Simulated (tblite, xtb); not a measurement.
C6H13O (SMILES [CH2]C(O)CC(C)C), doublet, geometry from GFN2-xTB. Base run: GFN1-xTB in xtb.

Here is a job for xtb.
```
$ xtb mol.xyz --gfn 1 --uhf 1 --json

# file mol.xyz
20

C      2.42153229     0.58520516     0.90331844
C      1.35621671     0.25861668    -0.05719083
O      1.65208341    -0.86162293    -0.85809325
C      0.00490161     0.05831834     0.69572722
C     -1.16656747    -0.22395836    -0.24976009
C     -1.59369006     1.03202798    -1.00392533
C     -2.34650290    -0.78327113     0.54377934
H      2.41467377     1.52736659     1.41262613
H      3.15866869    -0.14588816     1.17298581
H      1.21791147     1.08512715    -0.76763728
H      1.89125123    -1.59510480    -0.28018170
H      0.12964310    -0.78509558     1.38018083
H     -0.19805106     0.94957602     1.29046826
H     -0.84133533    -0.97514384    -0.97724434
H     -2.43709412     0.81086293    -1.65405908
H     -0.78426921     1.41119769    -1.62203606
H     -1.89327366     1.81207754    -0.30633334
H     -3.18178327    -0.99659192    -0.11915558
H     -2.67631218    -0.06276928     1.28982237
H     -2.07203760    -1.70426269     1.05361728
```

Programs used: tblite, xtb; a row that names a program was run with it.

Variants of this job, named by their change:

| change | ΔE vs base (kJ/mol) | dipole (D) | SCF cycles |
|---|---|---|---|
| base | 0.00 | 2.23 | 9 |
| program = tblite; method = gfn1 | 0.00 | - | - |
| program = tblite; method = gfn1; option = (--efield, 0,0,0.1) | -4.50 | - | - |
| program = tblite; method = gfn1; option = --spin-polarized | -28.4 | - | - |
| acc = 0.1 | 0.00 | 2.23 | 10 |
| program = tblite; method = gfn1; option = --grad | 0.00 | - | - |
| acc = 30 | 0.00 | 2.23 | 7 |
| gbsa = methanol | -28.8 | 2.48 | 9 |
| etemp = 1000 | 0.00 | 2.23 | 9 |
| file = coord | 0.00 | 2.23 | 9 |

ALPB and GBSA are two models with their own fitted parameters for each solvent, which aren't always the measured dielectric constant.
